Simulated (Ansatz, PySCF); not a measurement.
CH3F3OSi, SMILES F[Si](F)(O)CF.

The structure is a stationary point at PBE-D3(BJ)/def2-SVP. The structure was generated by enumeration, and PubChem lists no compound with its InChIKey, so it may never have been made. Other conformers were not sampled.

Vertical ionisation energy (IE) and electron affinity (EA) in eV. Rows of orbital energies are one-electron estimates. Where ΔSCF, EOM or ADC give a negative EA the extra electron is unbound and the value depends on the basis.

```csv
level,IE,EA
"−ε(HOMO), −ε(LUMO), HF/def2-TZVP (PySCF)",13.61,-3.42
"−ε(HOMO), −ε(LUMO), PBE/def2-TZVP (PySCF)",7.96,0.95
"ΔSCF, CAM-B3LYP/def2-SVPD (Ansatz), final states of multiplicity 2 and 2",___,___
"ΔSCF, PBE/def2-SVPD (Ansatz), final states of multiplicity 2 and 2",11.50,-0.94
```

Problem. Fill in the missing entries. (Estimate from the structure and the level; the computed values follow.)

Solution. 
- ΔSCF, CAM-B3LYP/def2-SVPD (Ansatz, an electronic-structure program), final states of multiplicity 2 and 2, IE: 12.40
- ΔSCF, CAM-B3LYP/def2-SVPD (Ansatz), final states of multiplicity 2 and 2, EA: -1.20

Problem. What vertical singlet–triplet gap does ΔSCF give with CAM-B3LYP/def2-SVPD (Ansatz) and with PBE/def2-SVPD (Ansatz)? (Estimate from the structure and the level; the computed values follow.)

Solution. 7.50 and 6.70 eV (triplet above singlet where positive).
